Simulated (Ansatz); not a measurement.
Ansatz (a first-principles code) input:

Ansatz 0.2 input:
```yaml
crystal:
  periodic: [false, false, false]
  atoms:
    - {symbol: K, position_ang: [-0.00000000, -0.00000000, -2.27610594]}
    - {symbol: I, position_ang: [0.00000000, 0.00000000, 0.81596251]}
basis:
  gaussian:
    orbitals: def2-TZVP
hamiltonian:
  xc: {name: r2SCAN}
relax: {f_tol: 0.003, max_steps: 100}
```

Problem. Predict the final energy.

Solution. -897.79604 Eh (r2SCAN/def2-TZVP). The basis has 83 functions.
